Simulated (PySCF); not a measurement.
C5H6O2, SMILES C#C[C@H](C)C(=O)O. Geometry optimised at B3LYP-D3(BJ)/def2-SVP. The values are those of a single conformer.

Computed equilibrium geometry at B3LYP-D3(BJ)/def2-SVP (PySCF confirms it by a frequency run) as a Z-matrix (one conformer of several):
```
C
H 1 1.1062
C 1 1.4662 2 107.43
C 3 1.2103 2 150.78 1 -177.39
H 4 1.0734 2 161.09 1 -178.79
C 1 1.5331 2 105.35 3 -117.94
O 6 1.2032 1 124.89 2 -122.98
O 6 1.3432 7 123.36 1 -178.88
H 8 0.9727 6 106.88 7 -1.85
C 1 1.5337 2 109.68 3 122.56
H 10 1.0987 1 110.31 2 178.16
H 10 1.0988 11 108.84 1 -120.92
H 10 1.0990 11 108.02 12 -118.47
```
